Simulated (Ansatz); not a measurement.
Geometry optimisation, DFT PBE-D3(BJ), scalar-relativistic, plane waves, PAW in Ansatz.

Input:

```yaml
crystal:
  lattice:
    - [11.16, 0.0, 0.0]
    - [0.0, 7.891312, 0.0]
    - [0.0, 0.0, 16.918484]
  atoms:
    - { symbol: Ca, position: [0.25, 0.25, 0.059107] }
    - { symbol: Ca, position: [0.75, 0.25, 0.059107] }
    - { symbol: Ca, position: [0.25, 0.75, 0.059107] }
    - { symbol: Ca, position: [0.75, 0.75, 0.059107] }
    - { symbol: Ca, position: [0.0, 0.0, 0.1757148] }
    - { symbol: Ca, position: [0.5, 0.0, 0.1757148] }
    - { symbol: Ca, position: [0.0, 0.5, 0.1757148] }
    - { symbol: Ca, position: [0.5, 0.5, 0.1757148] }
    - { symbol: Ca, position: [0.25, 0.25, 0.2923226] }
    - { symbol: Ca, position: [0.75, 0.25, 0.2923226] }
    - { symbol: Ca, position: [0.25, 0.75, 0.2923226] }
    - { symbol: Ca, position: [0.75, 0.75, 0.2923226] }
    - { symbol: Ca, position: [0.0, 0.0, 0.4089305] }
    - { symbol: Ca, position: [0.5, 0.0, 0.4089305] }
    - { symbol: Ca, position: [0.0, 0.5, 0.4089305] }
    - { symbol: Ca, position: [0.5, 0.5, 0.4089305] }
    - { symbol: Li, position: [0.7427839, 0.4955898, 0.5005463] }
basis:
  ecutwfc: 420.0
kpoints:
  mp_grid: { grid: [2, 2, 1] }
hamiltonian:
  xc: pbe
  dispersion: d3bj
scf:
  occupations: { method: gaussian, width: 0.15 }
  lower_state_search: "off"
relax:
  f_tol: 0.03
  max_steps: 60
  adjacent_minimum: "off"
  constraints: [{ sites: [0, 1, 2, 3] }]
```

Command:

```bash
$ ansatz run input.yaml --threads 4 --pin off --max-ram 10240MiB --backend cpu --events-out ev --progress --plain --runs-dir out
```

**Question.** Where does it end, and by what steps?

**Answer.** The forces met the threshold. The force dipped under the threshold on the way, but the program's further checks kept it going. Limits of this set-up: coarse k mesh, thin slab, slab without dipole correction. After 18 steps the energy has fallen by 0.496 eV; Li17 moved furthest, 1.96 Å.

```csv
step,energy less start (eV),largest force component (eV/Å),accepted
0,0.0000,0.394,yes
1,-0.1915,0.203,yes
2,-0.3058,0.122,yes
3,-0.3496,0.047,yes
4,-0.3606,0.026,yes
5,-0.3651,0.043,yes
6,-0.3808,0.076,yes
7,-0.4042,0.094,yes
8,-0.4270,0.088,yes
9,-0.4503,0.068,yes
10,-0.4685,0.040,yes
11,-0.4801,0.046,yes
12,-0.4865,0.057,yes
13,-0.4918,0.019,yes
14,-0.4918,0.019,yes
15,-0.4933,0.034,yes
16,-0.4952,0.010,yes
17,-0.4952,0.010,yes
18,-0.4959,0.008,yes
```

```xyz
17
Lattice="11.1600 0.0000 0.0000 0.0000 7.8913 0.0000 0.0000 0.0000 16.9185" Properties=species:S:1:pos:R:3
Ca 2.790 1.973 1.000
Ca 8.370 1.973 1.000
Ca 2.790 5.918 1.000
Ca 8.370 5.918 1.000
Ca 0.013 0.008 2.874
Ca 5.565 0.008 2.875
Ca 0.014 3.966 2.878
Ca 5.565 3.966 2.879
Ca 2.790 2.011 4.738
Ca 8.370 2.008 4.686
Ca 2.791 5.957 4.760
Ca 8.369 5.956 4.742
Ca -0.070 0.082 6.627
Ca 5.648 0.080 6.630
Ca -0.072 3.963 6.628
Ca 5.654 3.963 6.632
Li 8.372 2.031 7.918
```

Whether the end is a true minimum wasn't checked by a vibrational analysis.

The run took 2.4 min on 4 threads of Arm Neoverse V1 (shared host), peak memory 2.7 GiB.
